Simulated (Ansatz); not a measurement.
Start from `CC(C)(C)CO` and change one atom or group to get `CC(C)(C)[O][AlH2]`.

Ansatz, PBE0-D4/def2-TZVP geometries, multiplicity 1. Each molecule was computed in one conformer, which needn't be the lowest.

```json
{"property": "HOMO–LUMO gap (PBE/def2-TZVPP) / eV", "`CC(C)(C)CO`": "6.14"}
{"property": "HOMO–LUMO gap (ωB97M-V/def2-TZVPP) / eV", "`CC(C)(C)CO`": "12.40"}
{"property": "size of the dipole moment (ωB97M-V/def2-TZVPP) / D", "`CC(C)(C)CO`": "1.57"}
{"property": "HOMO energy (ωB97M-V/def2-TZVPP) / eV", "`CC(C)(C)CO`": "-10.11"}
{"property": "HOMO energy (PBE0/def2-TZVPP) / eV", "`CC(C)(C)CO`": "-7.70"}
{"property": "LUMO energy (ωB97M-V/def2-TZVPP) / eV", "`CC(C)(C)CO`": "2.28"}
```

(1) What does the change do to each property? (Best estimate.)

Results:

(1) Computed: 
```
                                          property  `CC(C)(C)[O][AlH2]`  shift
               HOMO–LUMO gap (PBE/def2-TZVPP) / eV                 4.73  -1.41
           HOMO–LUMO gap (ωB97M-V/def2-TZVPP) / eV                10.77  -1.63
size of the dipole moment (ωB97M-V/def2-TZVPP) / D                 1.17  -0.40
             HOMO energy (ωB97M-V/def2-TZVPP) / eV               -10.10   0.01
                HOMO energy (PBE0/def2-TZVPP) / eV                -7.81  -0.11
             LUMO energy (ωB97M-V/def2-TZVPP) / eV                 0.67  -1.61
```

With PBE0 the HOMO falls by 0.11 eV and the LUMO falls by 1.76 eV, so the gap narrows by about 1.65 eV. PBE moves the HOMO by -0.29 eV and ωB97M-V by 0.01 eV. Dipoles are sizes alone; their direction can turn.
